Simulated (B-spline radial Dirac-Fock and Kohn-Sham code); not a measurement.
# How the settings move the core levels of Pb

ΔSCF core binding energies without Breit or QED terms, calculated with a radial finite-basis atomic code. Keys: rel is the Hamiltonian (dirac, or spin-free x2c and nr, where L3 and M5 stand for the whole 2p and 3d shells), method is hf or an exchange,correlation pair (spin-unpolarised, also for the hole states), nuc the nuclear model, radius_factor scales its radius, rmax is the box in bohr, h the logarithmic mesh step, order the B-spline order, points the quadrature points per cell, c_factor scales the speed of light, and damp, ndamp, maxit and tol steer the iteration. The run stops when the commutator error falls below 10·tol·max(1, Z/10), or the numerical noise floor, and the energy has settled to about 1e-8 Ha; the virial ratio is −V/T.

Base input:

```json
{"items": [{"Z": 82, "q": 0, "cfg": [[1, 0, 2], [2, 0, 2], [2, 1, 6], [3, 0, 2], [3, 1, 6], [3, 2, 10], [4, 0, 2], [4, 1, 6], [4, 2, 10], [4, 3, 14], [5, 0, 2], [5, 1, 6], [5, 2, 10], [6, 0, 2], [6, 1, 2]], "A": 208, "rrms": 5.5012, "do": "settings", "holes": ["K", "L3", "M5"],
  "settings": [{"rel": "dirac", "method": "hf", "nuc": "fermi", "radius_factor": 1.0, "rmax": 45.0, "h": 0.3, "order": 8, "points": 10, "c_factor": 1.0, "maxit": 60, "damp": 0.5, "ndamp": 3, "tol": 1e-08}]}]}
```

The ground state converged in 10 iterations, with total energy -20913.70281 Ha, virial ratio 1.86031 and highest orbital energy -5.98 eV. ΔSCF binding energies: K (1s) 88500.3 eV, L3 (2p3/2) 13080.8 eV, M5 (3d5/2) 2494.8 eV.

Changes from the base run:

```
                                 changed setting  Δ total energy (Ha)  Δ K (eV)  Δ L3 (eV)  Δ M5 (eV)  iterations
radius_factor = 2.0; rmax = 25.0; c_factor = 0.9           -405.29834  +2581.04     +13.48     -17.73          11
                                  c_factor = 0.9           -423.45279  +2774.71     +12.25     -18.04          11
                                       order = 7             +0.00023      0.00       0.00       0.00          10
                              method = "b88,lyp"            -10.02131    +68.65     -45.21     -19.59          10
                                        h = 0.12             -0.00012      0.00       0.00       0.00          10
            nuc = "sphere"; h = 0.12; damp = 0.2             +0.01120     -0.12       0.00       0.00          10
   nuc = "sphere"; radius_factor = 0.5; h = 0.12             -3.93735    +42.97      -0.25      -0.06          10
            rmax = 25.0; order = 7; tol = 0.0001             +0.00023      0.00       0.00       0.00           8
                                    tol = 0.0001              0.00000      0.00       0.00       0.00           8
                                       order = 5             +0.01160     +0.01      +0.01      +0.01          10
                                      damp = 0.2              0.00000      0.00       0.00       0.00          10
                             radius_factor = 2.0            +11.71588   -127.89      +0.75      +0.19          10
                                     rel = "x2c"                    ?         ?          ?          ?           ?
                                 method = "b88,"             -5.56324    +67.76     -46.20     -20.60          10
```

Q: What does the change rel = "x2c" do?

A: The total energy moves by +33.57476 Ha and the binding energies by K -103.32 eV, L3 +637.71 eV, M5 +41.45 eV; the run takes 10 iterations.
